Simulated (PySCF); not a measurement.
CH₉NO₂Si₂, SMILES CN[SiH2]O[SiH2]O.

The structure is a stationary point at B3LYP-D3(BJ)/def2-SVP. The structure was generated by enumeration, and PubChem lists no compound with its InChIKey, so it may never have been made. The values are those of a single conformer.

Two levels are set side by side: PBE/def2-TZVP (PySCF) and CAM-B3LYP/def2-TZVP (PySCF). Same geometry, gas phase. Differences are taken from unrounded values.

```json
[
 {"quantity": "orbital gap (eV)", "CAM-B3LYP": "9.74"},
 {"quantity": "highest occupied level (eV)", "CAM-B3LYP": "-8.42"},
 {"quantity": "lowest empty level (eV)", "CAM-B3LYP": "1.32"},
 {"quantity": "dipole moment (D)", "CAM-B3LYP": "1.05"},
 {"quantity": "mean polarisability (bohr³)", "CAM-B3LYP": "73.5"}
]
```

Q: What does PBE give, and how far is it from CAM-B3LYP? (Estimate from the structure and the level; the computed values follow.)

A: 
```tsv
quantity	PBE	PBE minus CAM-B3LYP
orbital gap (eV)	5.24	-4.50
highest occupied level (eV)	-5.63	2.79
lowest empty level (eV)	-0.39	-1.71
dipole moment (D)	1.17	0.12
mean polarisability (bohr³)	78.2	4.7
```

Without exact exchange PBE keeps part of each electron's self-repulsion, which lifts occupied levels and narrows the gap. Loosely held outer electrons make PBE densities more polarisable. Differences between two approximate levels are no errors against the true value.

Rough cost on one machine, each run with all the roots and properties that it gave: CAM-B3LYP against PBE within a factor of 2.
